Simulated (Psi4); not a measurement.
C2H5ClSi, singlet, geometry from GFN2-xTB; HF/pcseg-1 run with Psi4.

Input for Psi4:
```
memory 2 GB

molecule mol {
0 1
Si   -0.435550   -0.508334   -0.302388
Cl   -1.291299    0.944925    0.813266
C     1.425747   -0.421206   -0.037331
C     2.334995   -0.498593   -0.996920
H    -0.779002   -0.273405   -1.702002
H    -0.960636   -1.792315    0.161963
H     1.771629   -0.298140    0.983476
H     3.394583   -0.445457   -0.798104
H     2.058745   -0.618948   -2.031918
}

set {
  basis pcseg-1
  reference rhf
}

energy('scf')
print_variables()
```

What the program printed (banner, timings and long lists left out):

```
   => Loading Basis Set <=

    Name: PCSEG-1
    Role: ORBITAL
    Keyword: BASIS

         ---------------------------------------------------------
                                   SCF
               by Justin Turney, Rob Parrish, Andy Simmonett
                          and Daniel G. A. Smith
                              RHF Reference
         ---------------------------------------------------------

  ==> Geometry <==

    Molecular point group: c1
    Full point group: C1

    Geometry (in Angstrom), charge = 0, multiplicity = 1:

       Center              X                  Y                   Z               Mass
    ------------   -----------------  -----------------  -----------------  -----------------
         SI          -0.362891892685    -0.555392165605    -0.347558400248    27.976926534650
         CL          -1.218640892685     0.897866834395     0.768095599752    34.968852682000
         C            1.498405107315    -0.468264165605    -0.082501400248    12.000000000000
         C            2.407653107315    -0.545651165605    -1.042090400248    12.000000000000
         H           -0.706343892685    -0.320463165605    -1.747172400248     1.007825032230
         H           -0.887977892685    -1.839373165605     0.116792599752     1.007825032230
         H            1.844287107315    -0.345198165605     0.938305599752     1.007825032230
         H            3.467241107315    -0.492515165605    -0.843274400248     1.007825032230
         H            2.131403107315    -0.666006165605    -2.077088400248     1.007825032230

  Running in c1 symmetry.

  Rotational constants: A =      0.42827  B =      0.07162  C =      0.06500 [cm^-1]
  Rotational constants: A =  12839.21342  B =   2147.05077  C =   1948.52693 [MHz]
  Nuclear repulsion =  194.881115785784431

  Charge       = 0
  Multiplicity = 1
  Electrons    = 48
  Nalpha       = 24
  Nbeta        = 24

  ==> Algorithm <==

  SCF Algorithm Type is DF.
  DIIS enabled.
  MOM disabled.
  Fractional occupation disabled.
  Guess Type is SAD.
  Energy threshold   = 1.00e-06
  Density threshold  = 1.00e-06
  Integral threshold = 1.00e-12

  ==> Primary Basis <==

  Basis Set: PCSEG-1
    Blend: PCSEG-1
    Number of shells: 43
    Number of basis functions: 89
    Number of Cartesian functions: 93
    Spherical Harmonics?: true
    Max angular momentum: 2

   => Loading Basis Set <=

    Name: (PCSEG-1 AUX)
    Role: JKFIT
    Keyword: DF_BASIS_SCF

  ==> Integral Setup <==

  SCF_SUBTYPE=INCORE selected. In-core MEM_DF algorithm will be used.
  Using in-core AOs.

  ==> MemDFJK: Density-Fitted J/K Matrices <==

    J tasked:                   Yes
    K tasked:                   Yes
    wK tasked:                   No
    Algorithm:                 Core
    Schwarz Cutoff:           1E-12
    Mask sparsity (%):       3.5349
    Fitting Condition:        1E-10

   => Auxiliary Basis Set <=

  Basis Set: (PCSEG-1 AUX)
    Blend: DEF2-UNIVERSAL-JKFIT
    Number of shells: 156
    Number of basis functions: 496
    Number of Cartesian functions: 588
    Spherical Harmonics?: true
    Max angular momentum: 4

  Minimum eigenvalue in the overlap matrix is 4.5641586469E-03.
  Reciprocal condition number of the overlap matrix is 8.6223381523E-04.
    Using symmetric orthogonalization.

  ==> Pre-Iterations <==

  SCF Guess: Superposition of Atomic Densities via on-the-fly atomic UHF (no occupation information).

   -------------------------
    Irrep   Nso     Nmo
   -------------------------
     A         89      89
   -------------------------
    Total      89      89
   -------------------------

  ==> Iterations <==

                           Total Energy        Delta E     RMS |[F,P]|

   @DF-RHF iter SAD:  -826.40784334867817   -8.26408e+02   0.00000e+00
   @DF-RHF iter   1:  -826.94656290110390   -5.38720e-01   3.85325e-03 ADIIS/DIIS
   @DF-RHF iter   2:  -827.01951469786377   -7.29518e-02   1.60903e-03 ADIIS/DIIS
   @DF-RHF iter   3:  -827.03159361764187   -1.20789e-02   3.24786e-04 ADIIS/DIIS
   @DF-RHF iter   4:  -827.03248757597066   -8.93958e-04   6.38784e-05 DIIS
   @DF-RHF iter   5:  -827.03251202794922   -2.44520e-05   2.24032e-05 DIIS
   @DF-RHF iter   6:  -827.03251506096456   -3.03302e-06   4.45142e-06 DIIS
   @DF-RHF iter   7:  -827.03251524865470   -1.87690e-07   1.51166e-06 DIIS
   @DF-RHF iter   8:  -827.03251526946519   -2.08105e-08   4.91430e-07 DIIS
  Energy and wave function converged.

  ==> Post-Iterations <==

    Orbital Energies [Eh]
    ---------------------

    Doubly Occupied:

[...]
    Virtual:

[...]
    Final Occupation by Irrep:
              A
    DOCC [    24 ]
    NA   [    24 ]
    NB   [    24 ]

  @DF-RHF Final Energy:  -827.03251526946519

   => Energetics <=

    Nuclear Repulsion Energy =            194.8811157857844307
    One-Electron Energy =               -1529.0980059886790059
    Two-Electron Energy =                 507.1843749334292966
    Total Energy =                       -827.0325152694651933

Computation Completed

Properties will be evaluated at   0.000000,   0.000000,   0.000000 [a0]

Properties computed using the SCF density matrix

 Multipole Moments:

 ------------------------------------------------------------------------------------
     Multipole            Electronic (a.u.)      Nuclear  (a.u.)        Total (a.u.)
 ------------------------------------------------------------------------------------

 L = 1.  Multiply by 2.5417464519 to convert [e a0] to [Debye]
 Dipole X            :         -5.9963409            6.5905657            0.5942248
 Dipole Y            :          3.7672300           -4.2685171           -0.5012870
 Dipole Z            :          3.6510163           -4.0972668           -0.4462504
 Magnitude           :                                                    0.8963990

 ------------------------------------------------------------------------------------

  Variable Map:
  ----------------------------------------------------------------------------
[...]
  Array Variable Map:
  ----------------------------------------------------------------------------
[...]
[...]
```
